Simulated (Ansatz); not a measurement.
A made-up structure of Al2H2ClF, closed shell:

```xyz
6
angstrom
F -2.2149 -1.0431 0.7246
Al -0.8102 -0.9047 -0.1305
Al 0.8145 1.0532 0.2401
Cl -0.0154 0.8307 2.2979
H 0.6732 2.3851 -0.6119
H 1.9816 0.9362 1.3096
```

It is relaxed with PBE-D4/def2-SVP and then PBE0-D4/def2-TZVP (Ansatz 0.2.0). Atoms count as bonded within 1.22 times the sum of their covalent radii (H–H: 0.88 Å). The end point is not checked to be a true minimum.

Question: Does its bonding change? (A judgement: the text doesn't fix the answer.)

Answer: By the calculation: Yes. Formed: Al2–Cl4; broken: none.

Where it ends: The first stage lowers the energy by 1.74 eV in 9 steps. It ends as Al₂H₂ClF ([F][Al]1[AlH2][Cl]1):
F1  (-2.181, -1.497, 0.615)
Al2  (-0.876, -0.540, 0.317)
Al3  (0.984, 1.167, 0.370)
Cl4  (-0.606, 1.003, 2.112)
H5  (0.725, 2.485, -0.461)
H6  (2.383, 0.639, 0.877)
(Å)

Labels in which every atom is bracketed show which atoms are joined, not bond orders.

For scale, one of the runs: PBE0-D4/def2-TZVP relaxation, 154 basis functions, launched by `ansatz run in.yaml --threads 2 --pin off --events-out ev --progress --plain --max-ram 4352MiB`. The run took about 37 s on 2 CPU threads of an Arm Neoverse V2 (shared host).
